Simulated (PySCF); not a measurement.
Cost of one run: spin–spin coupling job, `[OH][Zn-2]([OH])([OH])[OH]`.

Method: B3LYP/pcJ-1 Zn:pcSseg-1 indirect spin-spin coupling, non-relativistic, gas phase (PySCF 2.14.0, density-fitted response routines). Geometry: GFN2-xTB. Work: spin–spin couplings from 8 perturbed nuclei, density fitting. A driver script takes a list of jobs; this job's settings line and coordinates (Å) are shown.

Input:
```
{"job": {"kind": "j", "xc": "B3LYP", "basis": "pcJ-1"}, "charge": -2, "multiplicity": 1}
O     -0.315655    -0.686586     1.874961
Zn    -0.007004     0.007242    -0.009825
O      1.687104    -0.523923    -1.000870
O     -1.519467    -0.793288    -1.102398
O      0.136217     2.021953     0.202819
H     -0.164689     0.141351     2.332215
H      1.277838    -1.126083    -1.623028
H     -2.004229    -1.174206    -0.369336
H      0.923447     2.139534    -0.329718
```

Hardware: one thread, Arm Neoverse V1, on a shared host.

Problem. How large is the basis?

Solution. 193 functions for 68 electrons, with 829 fitting functions; the fitted three-index integrals, 829 × 193 × 194/2 numbers of 8 bytes, come to 120 MiB.

Problem. What wall time should be expected on this hardware?

Solution. About 46 s. The SCF took 11 cycles.

Problem. At this speed, how long would 5000 such jobs take on 8 cores, one job a core?

Solution. 5000/8 gives 625 rounds of 46 s, about 8.0 h of wall time and 64 core-hours, if the jobs don't slow each other.

The SCF part of the output:
```
coarse grid: 38048 points
cycle   1  E = -2081.8770068234  dE = -7.411e-03  |g| = 2.018e+00  |ddm| = 2.518e+00
cycle   2  E = -2080.5688157271  dE =  1.308e+00  |g| = 3.502e+00  |ddm| = 3.467e+00
cycle   3  E = -2082.5128936518  dE = -1.944e+00  |g| = 2.681e-01  |ddm| = 2.504e+00
cycle   4  E = -2082.5153536510  dE = -2.460e-03  |g| = 2.052e-01  |ddm| = 1.636e-01
cycle   5  E = -2082.5187426636  dE = -3.389e-03  |g| = 1.946e-02  |ddm| = 6.788e-02
cycle   6  E = -2082.5188161304  dE = -7.347e-05  |g| = 1.751e-03  |ddm| = 1.863e-02
cycle   7  E = -2082.5188166446  dE = -5.142e-07  |g| = 3.345e-04  |ddm| = 1.454e-03
final grid: 79360 points
cycle   8  E = -2082.5187693841  dE = -2.702e-08  |g| = 5.729e-04  |ddm| = 5.430e-04
cycle   9  E = -2082.5187693168  dE =  6.729e-08  |g| = 1.085e-03  |ddm| = 5.443e-04
cycle  10  E = -2082.5187694114  dE = -9.456e-08  |g| = 2.703e-05  |ddm| = 3.538e-04
cycle  11  E = -2082.5187694114  dE = -8.004e-11  |g| = 1.765e-05  |ddm| = 2.389e-05
converged SCF energy = -2082.5187694114
```

On the final grid dE counts from the start density on that grid.

Other jobs ran on the host; a repeat could differ by tens of per cent or more.
